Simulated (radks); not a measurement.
Species: the zinc ion Zn+. Configuration: [Ne] 3s2 3p5 3d10 4s1 4f1 (not the ground configuration). Calculated with a radial shooting solver on a logarithmic mesh with Libxc functionals: scalar-relativistic Kohn-Sham, BLYP, spin-polarised, spherical densities, point nucleus; open shells are filled with parallel spins first.

Unscreened Slater integrals over Kohn-Sham orbitals (cm^-1). They are taken over the spin-up orbitals. Empty in this configuration: 4p.

integral,value
"F0(4f,4f)",22884
"F2(4f,4f)",13028
"F4(4f,4f)",8791.0
"F6(4f,4f)",6540.5
"F0(4f,4s)",28286
"G3(4f,4s)",534.32
"F0(4f,3d)",28334
"F2(4f,3d)",644.48
"F4(4f,3d)",74.656
"G1(4f,3d)",41.461
"G3(4f,3d)",23.137
"G5(4f,3d)",15.699
"F0(4f,3p)",28335
"F2(4f,3p)",433.87
"G2(4f,3p)",6.5509
"G4(4f,3p)",4.1634
"F0(4f,4p)",28223
"F2(4f,4p)",4712.8
"G2(4f,4p)",1369.2
"G4(4f,4p)",885.68
"F0(4s,4s)",93615
"F0(4s,3d)",118010
"G2(4s,3d)",13025
"F0(4s,3p)",119980
"G1(4s,3p)",7595.3
"F0(4s,4p)",84752
"G1(4s,4p)",56063
"F0(3d,3d)",246770
"F2(3d,3d)",114000
"F4(3d,3d)",70892
"F0(3d,3p)",262160
"F2(3d,3p)",123670
"G1(3d,3p)",152340
"G3(3d,3p)",92649
"F0(3d,4p)",100690
"F2(3d,4p)",21661
"G1(3d,4p)",8820.9
"G3(3d,4p)",7493.3
"F0(3p,3p)",281520
"F2(3p,3p)",140590
"F0(3p,4p)",101980
"F2(3p,4p)",18251
"G0(3p,4p)",4550.2
"G2(3p,4p)",5189.8
"F0(4p,4p)",78259
"F2(4p,4p)",41502

Derived for the open shells (J is the average intra-shell exchange parameter used in DFT+U). 3p: J = F2/5 = 28120 cm^-1. 4f: F4/F2 = 0.675, F6/F2 = 0.502, J = (286 F2 + 195 F4 + 250 F6)/6435 = 1100 cm^-1.
